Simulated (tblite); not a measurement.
C4H8OSi2.
Geometry (GFN2-xTB, Å), atoms numbered from 1 in this order:
```xyz
15
C4H8OSi2 angstrom
O     -2.5574    1.2504   -0.7228
Si    -1.2817    0.2304   -0.7824
C     -1.1169   -0.7867    0.7956
C      0.0464   -1.1970    1.2963
Si     1.7163   -0.7951    0.5285
C      1.5121    0.7386   -0.5416
C      0.3457    1.1460   -1.0373
H     -2.6326    1.9281   -0.0567
H     -1.6516   -0.5843   -1.9391
H     -2.0369   -1.0581    1.3075
H      0.0514   -1.7895    2.2067
H      2.1866   -1.9261   -0.2873
H      2.6922   -0.5197    1.5967
H      2.4065    1.3199   -0.7471
H      0.3155    2.0511   -1.6390
```

Computed values, GFN2-xTB/tblite, gas phase, harmonic and unscaled. Errors from tens to a few hundred cm⁻¹ against measured bands are possible. Modes of hydrogen on silicon can be 10 to 20 % off. One conformer, not necessarily the lowest.

Harmonic wavenumbers (cm⁻¹): 44.0, 169.6, 170.5, 237.6, 249.7, 273.0, 323.1, 408.0, 479.2, 524.4, 542.5, 598.0, 636.9, 649.1, 660.0, 676.1, 696.6, 726.2, 776.6, 777.3, 802.5, 809.0, 883.6, 963.9, 966.8, 1163.2, 1166.2, 1326.5, 1334.3, 1625.4, 1637.2, 2172.0, 2184.5, 2257.1, 2972.2, 2973.3, 2994.7, 2995.3, 3671.9.

A = 3358, B = 1353, C = 1025 MHz; mass 128.011 u (most abundant isotopes); point group Cs, symmetry number 1.

Task: Zero-point energy?

Result: Half the sum of the wavenumbers: 22259 cm⁻¹ = 266.28 kJ/mol.

Task: Give the ideal-gas entropy at 500 K and 1 bar in the rigid-rotor, harmonic-oscillator model (classical rotation).

Result: Translation 180.12, rotation 126.21, vibration 174.90: S = 481.2 J/(mol K).

Task: And Cp and H(500 K) − H(0)?

Result: Cp = 215.30 J/(mol K), of which vibrations give 182.04 (their classical limit is 39 R = 324.3); H(500 K) − H(0) = 64.29 kJ/mol without the zero-point energy, 47.66 from vibrations.

Task: What must be added to the electronic energy to get the Gibbs energy at 500 K and 1 bar?

Result: ZPE + [H(500 K) − H(0)] − T·S = 266.28 + 64.29 − 240.61 = 89.96 kJ/mol.

Task: Blend soft modes into free rotors: weight 1/[1 + (100 cm⁻¹/ν̃)⁴] for the oscillator and the rest for a rotor with moment μB/(μ + B), μ = h/(8π²ν), B = 10⁻⁴⁴ kg m². What vibrational entropy results?

Result: 166.61 J/(mol K) in place of 174.90, which changes −T·S at 500 K by +4.14 kJ/mol.

Task: How do the functions run with temperature in this model?

Result: 
| T (K) | S (J/(mol K)) | Cp (J/(mol K)) | H − H(0) (kJ/mol) | G − H(0) (kJ/mol) | ln q(vib) |
| --- | --- | --- | --- | --- | --- |
| 50 | 237.5 | 44.6 | 1.91 | -9.97 | 0.35 |
| 100 | 274.4 | 64.7 | 4.62 | -22.81 | 1.03 |
| 298.15 | 385.6 | 154.2 | 26.41 | -88.55 | 4.94 |
| 373.15 | 423.2 | 181.1 | 39.02 | -118.89 | 6.65 |
| 750 | 577.5 | 258.6 | 124.00 | -309.11 | 15.10 |
| 1000 | 655.9 | 285.8 | 192.28 | -463.59 | 20.14 |

q(vib) and H(0) count from the zero-point level.

Hindered rotation and anharmonicity are outside this model. Other conformers, if any are populated, would add a mixing term that is left out.

On an Arm Neoverse V2 with one thread, on a shared host, this took 0.45 s. The figure is for the frequency step alone.
